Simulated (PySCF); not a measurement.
**Simulated absorption spectrum**

Species: C4H8BF2N.
Numbering: `[CH3:1]/[N:2]=[CH:3]\[CH2:4][CH2:5][B:6]([F:7])[F:8]` (hydrogens: H9, H10, H11 on C1; H12 on C3; H13, H14 on C4; H15, H16 on C5)

Method used: TDDFT wB97X-D/def2-SVPD, vertical, gas phase, core orbitals frozen in the response in PySCF 2.14.0, density-fitted response routines. One conformer (not necessarily the lowest) at the PBE0-D3(BJ)/def2-SVP geometry, without solvent, vibrations or thermal averaging. Torsions of this conformer, `[CH3:1]/[N:2]=[CH:3]\[CH2:4][CH2:5][B:6]([F:7])[F:8]`: N2–C3–C4–C5 -178°, C3–C4–C5–B6 177°, C4–C5–B6–F7 -178°.

Computed states:

```csv
state,E (eV),f
S1,4.85,0.0013
S2,7.09,0.035
S3,7.56,0.228
S4,7.83,0.0044
S5,7.89,0.033
S6,7.98,0.0032
S7,8.18,0.0035
S8,8.56,0.0015
S9,8.66,0.0038
S10,8.82,0.016
```

Each state is given a Gaussian of 0.25 eV full width at half maximum, with ε(max) = 2.175×10⁸ f / Δν̃ (Δν̃ the width in cm⁻¹). The width is an assumption, not a result. The curve ends short of the highest state used, and states not computed would add to its high-energy end.

Question: Give the broadened spectrum and its maxima.

Answer: 
(E (eV), ε (L mol⁻¹ cm⁻¹)): (4.48, 0), (4.54, 2), (4.61, 10), (4.68, 37), (4.75, 87), (4.82, 130), (4.88, 131), (4.95, 88), (5.02, 38), (5.09, 11), (5.16, 2), (5.22, 0), (5.29, 0), (5.36, 0), (5.43, 0), (5.50, 0), (5.57, 0), (5.63, 0), (5.70, 0), (5.77, 0), (5.84, 0), (5.91, 0), (5.97, 0), (6.04, 0), (6.11, 0), (6.18, 0), (6.25, 0), (6.31, 0), (6.38, 0), (6.45, 0), (6.52, 0), (6.59, 0), (6.66, 1), (6.72, 9), (6.79, 71), (6.86, 366), (6.93, 1221), (7.00, 2641), (7.06, 3620), (7.13, 3499), (7.20, 2267), (7.27, 1520), (7.34, 3282), (7.40, 8303), (7.47, 17600), (7.54, 24307), (7.61, 21857), (7.68, 13212), (7.74, 7177), (7.81, 4614), (7.88, 4400), (7.95, 3682), (8.02, 2242), (8.09, 1105), (8.15, 648), (8.22, 416)

Maxima: 256 nm (4.85 eV), ε about 140, made up of S1 (100%); 175 nm (7.09 eV), ε about 3800, made up of S2 (100%); 164 nm (7.56 eV), ε about 25000, made up of S3 (100%) (ε in L mol⁻¹ cm⁻¹; maxima over ε = 5, shares over 10%).

Question: Coming from long wavelengths, where does ε first pass 100 L mol⁻¹ cm⁻¹?

Answer: At about 260 nm (4.77 eV), 0.08 eV below S1.

Question: Does any computed singlet lie in the visible range?

Answer: No computed singlet lies in the visible range (380 to 750 nm); the lowest, at 256 nm, stands 1.59 eV above its violet end (3.26 eV).

Question: What would ε be at 7.56 eV, the highest of these maxima, with half the width (0.125 eV)?

Answer: About 49100 L mol⁻¹ cm⁻¹ against 24600, a factor of about 1.99; a lone state at its own centre would give exactly 2.

All these states lie below the vertical ionisation energy of 9.27 eV (ΔSCF).
